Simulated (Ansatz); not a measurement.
`[BH2][AlH][O]C` → `[BH2][AlH2]` + `C=O` at 500 K and 1 bar (β-hydride elimination).

Isolated molecules relaxed with PBE0-D4/def2-TZVP in Ansatz; ΔE leaves out vibrations. CCSD(T)/CBS is the MP2 limit (def2-TZVPP, def2-QZVPP) plus CCSD(T) − MP2 in def2-TZVPP, frozen cores. This one scheme is used for every species. One conformer a species, not always the lowest.

```
         species  CCSD(T)/CBS energy (Eh)  H − E (kJ/mol)  S (J/(mol·K))
`[BH2][AlH][O]C`               -383.62766           224.2          405.9
   `[BH2][AlH2]`               -269.14094           113.4          300.6
           `C=O`               -114.39408            87.9          238.5
```

H − E and S are ideal-gas, rigid-rotor, harmonic terms from PBE0-D4/def2-TZVP, for one conformer and one mirror image of each species. 1 Eh = 2625.50 kJ/mol, R = 8.31446 J/(mol·K).

Problem. By hand: ΔE, ΔH, ΔS and ΔG.

Solution. ΔE = (-269.14094) + (-114.39408) − (-383.62766) = 0.09264 Eh = 243.2 kJ/mol. Δ(H − E) = 113.4 + 87.9 − 224.2 = -22.9, so ΔH = 220.3 kJ/mol. ΔS = 300.6 + 238.5 − 405.9 = 133.2 J/(mol·K). ΔG = 220.3 − 500 × (133.2)/1000 = 153.7 kJ/mol.

Problem. By hand: the equilibrium constant, and the temperature at which ΔG would vanish if ΔH and ΔS stayed fixed.

Solution. log₁₀ K = −ΔG/(RT ln 10) = -16.1. ΔG = 0 at ΔH/ΔS = 1654 K.

The number of gas molecules changes by +1, which sets the sign of ΔS. A doubt of 5 kJ/mol in ΔE shifts log₁₀ K by 0.5 here. Other conformers and mirror images would add mixing entropy, several J/(mol·K) or more a flexible species. These are equilibria of isolated gas molecules and say nothing of rates. Largest T1 diagnostic: 0.015 (customary marks: 0.02 for closed shells, 0.045 for open ones).
